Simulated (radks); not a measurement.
I, 53 electrons, occupied as [Kr] 4d10 5s2 5p5.

Calculated with a radial shooting solver on a logarithmic mesh with Libxc functionals: scalar-relativistic Kohn-Sham, exchange-only r2SCAN, spin-unpolarised, spherical densities, finite nucleus; meta-GGA in the generalised Kohn-Sham scheme; Fermi nuclear charge, rms radius 4.75 fm.

Energy parts (hartree):
part                    energy
total              -7114.26378
kinetic             7470.09534
electron-nucleus  -17218.02976
Hartree             2812.38762
exchange            -178.71698

Orbitals (lengths in bohr, moments of r in powers of bohr):
orbital	occ.	eigenvalue (hartree)	<r^2>	<1/r>	<r^4>	<r>
1s	2	-1214.274	0.001005	56.83	2.647e-06	0.02723
2s	2	-188.2301	0.01619	13.04	0.0004506	0.1171
2p	6	-168.8199	0.01283	12.46	0.0003263	0.1025
3s	2	-38.22558	0.1123	4.684	0.01918	0.3134
3p	6	-31.88810	0.1127	4.446	0.02022	0.3116
3d	10	-22.41088	0.09857	4.199	0.01777	0.2886
4s	2	-6.78859	0.6203	1.877	0.5653	0.7413
4p	6	-4.78766	0.7152	1.721	0.7788	0.7926
4d	10	-1.85505	0.9939	1.440	1.716	0.9209
5s	2	-0.63082	4.566	0.6484	32.69	2.005
5p	5	-0.24146	7.140	0.5184	87.01	2.485

The highest occupied level is 5p at -6.570 eV. The electron density at the nucleus is 2.569e+05 e/bohr^3 (large components only). For comparison, the ionisation energy in NIST's Atomic Spectra Database is 10.451 eV (measured). In exact Kohn-Sham theory the highest level is minus the ionisation energy, but local and semilocal functionals leave it too shallow, through self-interaction and a potential that decays too fast; potentials with the right tail come closer. The density falls to 0.001 e/bohr^3 at r = 4.53 bohr. Summed over all electrons, <r^2> = 62.30 bohr^2, which gives a Langevin (diamagnetic) susceptibility term of -49.3 x 10^-6 cm^3/mol.

Beside tabulated values, note that spin-unpolarised runs miss the spin-polarisation part of the exchange energy of open shells.
